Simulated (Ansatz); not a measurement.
Species: C5H11O (charge -1, singlet). It need not be the lowest isomer of its formula. Whether it binds its extra electron was not tested at this geometry. 
Geometry from a B3LYP-D3(BJ)/def2-TZVP (Ansatz, a quantum-chemistry and plane-wave program) optimisation:
```xyz
17

C      3.1133     0.1495    -0.0812
C      1.7875    -0.4260     0.4176
C      0.5601     0.2371    -0.2053
C     -0.7791    -0.3144     0.2715
C     -2.0319     0.3702    -0.3713
O     -3.1951    -0.1022     0.0368
H      3.2042     0.0355    -1.1654
H      3.9761    -0.3418     0.3795
H      3.1814     1.2188     0.1392
H      1.7358    -0.3271     1.5078
H      1.7584    -1.5021     0.2123
H      0.6202     0.1388    -1.2973
H      0.5975     1.3152    -0.0002
H     -0.8693    -0.2056     1.3598
H     -0.8465    -1.3883     0.0559
H     -1.8367     0.2897    -1.4961
H     -1.8597     1.4851    -0.1782
```
Charge -1, spin multiplicity 1.

Basis-set convergence of Hartree-Fock and CCSD correlation energies (hartree) with Ansatz. Correlated levels leave the core frozen unless marked. No spin-orbit coupling. Non-relativistic. This anion needs diffuse functions, which these sets lack.

```tsv
basis	functions	E(HF)	E(corr, CCSD)
cc-pVDZ	139	-270.55714	-0.98911
cc-pVTZ	334	-270.64603	-1.19065
cc-pVQZ	660	?	?
```

**Question.** Some entries are withheld; supply them.

**Answer.** 
- cc-pVQZ, E(HF): -270.66905
- cc-pVQZ, E(corr, CCSD): -1.25374
